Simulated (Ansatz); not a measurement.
Rb₃H₃. Charge 0, multiplicity 3. Geometry PBE0-D4/def2-TZVP, that of the charge +1 doublet.

```xyz
6

Rb    1.5333    0.2138    0.9644
Rb    6.7229   -0.3620    1.4645
Rb   -3.5074    0.8666    0.6144
H    -1.0255    0.5311    0.7663
H    -1.6743   -0.5094   -1.6004
H    -2.0490   -0.7401   -2.2091
```

In the def2 sets Rb takes a core potential; there is no spin–orbit coupling. At PBE-D4/def2-TZVP, r2SCAN-D4/def2-TZVP the gap within one spin of the charge 0 triplet nearly closes, so an electron or hole may be smeared out by delocalisation error. At PBE0-D4/def2-TZVP a singlet of charge 0 lies 0.25 eV below the triplet at the same geometry. The structure comes from a short search, and lower isomers may exist.

**Question.** Estimate the α-spin orbital energies around the gap (eV) in Ansatz with PBE-D4/def2-TZVP, r2SCAN-D4/def2-TZVP, PBE0-D4/def2-TZVP.

**Answer.** 
```json
{"orbital": "HOMO−5", "PBE-D4/def2-TZVP": "-15.36", "r2SCAN-D4/def2-TZVP": "-15.95", "PBE0-D4/def2-TZVP": "-17.12"}
{"orbital": "HOMO−4", "PBE-D4/def2-TZVP": "-15.28", "r2SCAN-D4/def2-TZVP": "-15.82", "PBE0-D4/def2-TZVP": "-17.01"}
{"orbital": "HOMO−3", "PBE-D4/def2-TZVP": "-10.34", "r2SCAN-D4/def2-TZVP": "-10.83", "PBE0-D4/def2-TZVP": "-11.98"}
{"orbital": "HOMO−2", "PBE-D4/def2-TZVP": "-4.24", "r2SCAN-D4/def2-TZVP": "-4.37", "PBE0-D4/def2-TZVP": "-5.24"}
{"orbital": "HOMO−1", "PBE-D4/def2-TZVP": "-2.74", "r2SCAN-D4/def2-TZVP": "-2.84", "PBE0-D4/def2-TZVP": "-3.24"}
{"orbital": "HOMO", "PBE-D4/def2-TZVP": "-1.78", "r2SCAN-D4/def2-TZVP": "-1.74", "PBE0-D4/def2-TZVP": "-1.94"}
{"orbital": "LUMO", "PBE-D4/def2-TZVP": "-1.67", "r2SCAN-D4/def2-TZVP": "-1.64", "PBE0-D4/def2-TZVP": "-1.47"}
{"orbital": "LUMO+1", "PBE-D4/def2-TZVP": "-1.11", "r2SCAN-D4/def2-TZVP": "-1.09", "PBE0-D4/def2-TZVP": "-0.80"}
{"orbital": "LUMO+2", "PBE-D4/def2-TZVP": "-1.11", "r2SCAN-D4/def2-TZVP": "-1.09", "PBE0-D4/def2-TZVP": "-0.80"}
{"orbital": "LUMO+3", "PBE-D4/def2-TZVP": "-0.68", "r2SCAN-D4/def2-TZVP": "-0.57", "PBE0-D4/def2-TZVP": "-0.36"}
{"orbital": "LUMO+4", "PBE-D4/def2-TZVP": "-0.66", "r2SCAN-D4/def2-TZVP": "-0.50", "PBE0-D4/def2-TZVP": "-0.32"}
{"orbital": "LUMO+5", "PBE-D4/def2-TZVP": "-0.57", "r2SCAN-D4/def2-TZVP": "-0.44", "PBE0-D4/def2-TZVP": "-0.24"}
{"orbital": "β HOMO", "PBE-D4/def2-TZVP": "-4.21", "r2SCAN-D4/def2-TZVP": "-4.36", "PBE0-D4/def2-TZVP": "-5.22"}
{"orbital": "β LUMO", "PBE-D4/def2-TZVP": "-2.06", "r2SCAN-D4/def2-TZVP": "-1.55", "PBE0-D4/def2-TZVP": "-1.55"}
```
